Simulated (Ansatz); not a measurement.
Reaction (silylene loss): `[CH3][Al]([SiH3])[O][SiH3]` → `[CH3][Al]([OH])[SiH3]` + `[SiH2]`

Isolated molecules relaxed with PBE0-D4/def2-TZVP in Ansatz; ΔE leaves out vibrations. CBS: MP2 limit from def2 TZ/QZ plus the TZ coupled-cluster correction, frozen cores. This one scheme is used for every species. Functionals use def2-TZVPP. One conformer a species, not always the lowest.

| species | BLYP-D4 energy (Eh) |
| --- | --- |
| `[CH3][Al]([SiH3])[O][SiH3]` | -940.30363 |
| `[CH3][Al]([OH])[SiH3]` | -649.56201 |
| `[SiH2]` | -290.61705 |

(1) Work out ΔE.

Largest T1 diagnostic among the species: 0.014.

Answers

(1) ΔE = (-649.56201) + (-290.61705) − (-940.30363) = 0.12457 Eh = +327.1 kJ/mol. CCSD(T)/CBS gives +344.1 kJ/mol.

Leaving LDA and LC-ωPBE aside and taking each functional with its dispersion term where it has one, the values, not all of them listed here, spread over 39.3 kJ/mol, from revPBE-D4 to r2SCAN0-D4. LDA lies +32.6 kJ/mol from PBE without D4. At CCSD(T), def2-SVP lies −18.7 kJ/mol from the extrapolated value and def2-TZVPP −5.9 kJ/mol.
